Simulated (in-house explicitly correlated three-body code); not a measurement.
Results of a calculation; reference values are marked as such.
Two electrons around a charge Z: errors of exchange and correlation functionals on the exact density

The exact non-relativistic ground state comes from a variational code in 260 exponentially correlated functions, the Kohn-Sham parts from inverting its density (past Z = 6 the correlation energy is taken as exact minus Hartree-Fock, equal to within microhartrees), and self-consistent runs (Hartree-Fock is restricted) from a B-spline radial code. Z may be fractional; the second electron is bound down to Z = 0.911.

Each entry is functional minus exact.

| Z | RPBE x (mEh) | RPBE c (mEh) | OLYP x (mEh) | OLYP c (mEh) | BLYP x (mEh) | BLYP c (mEh) |
| --- | --- | --- | --- | --- | --- | --- |
| 1.105 | -14.10 | +7.39 | -9.56 | +7.79 | -10.25 | +7.79 |
| 1.48 | -9.12 | +2.45 | -4.30 | +1.65 | -4.57 | +1.65 |
| 2.08 | -5.88 | +0.08 | -0.46 | -1.99 | +0.21 | -1.99 |
| 2.74 | ? | ? | ? | ? | ? | ? |
| 3.92 | +0.12 | -1.72 | +7.65 | -4.75 | +11.37 | -4.75 |
| 5.1 | +3.45 | -2.02 | +12.36 | -4.99 | +18.05 | -4.99 |
| 7 | ? | ? | ? | ? | ? | ? |
| 9.6 | +15.57 | -2.23 | +29.83 | -4.57 | +43.03 | -4.57 |

Q: What belongs in the row Z = 2.74?

A: RPBE x (mEh): -3.48; RPBE c (mEh): -0.96; OLYP x (mEh): +2.68; OLYP c (mEh): -3.67; BLYP x (mEh): +4.44; BLYP c (mEh): -3.67.

Q: What belongs in the row Z = 7?

A: RPBE x (mEh): +8.62; RPBE c (mEh): -2.19; OLYP x (mEh): +19.79; OLYP c (mEh): -4.89; BLYP x (mEh): +28.65; BLYP c (mEh): -4.89.

Q: How do the exchange errors scale with Z?

A: RPBE +3.10 % in the size of E_x at Z = 1.105 and -0.27 % at 9.6; OLYP +2.10 % in the size of E_x at Z = 1.105 and -0.52 % at 9.6; BLYP +2.25 % in the size of E_x at Z = 1.105 and -0.74 % at 9.6. Exchange scales linearly under uniform scaling of the density, so its relative error changes only with the density's shape.
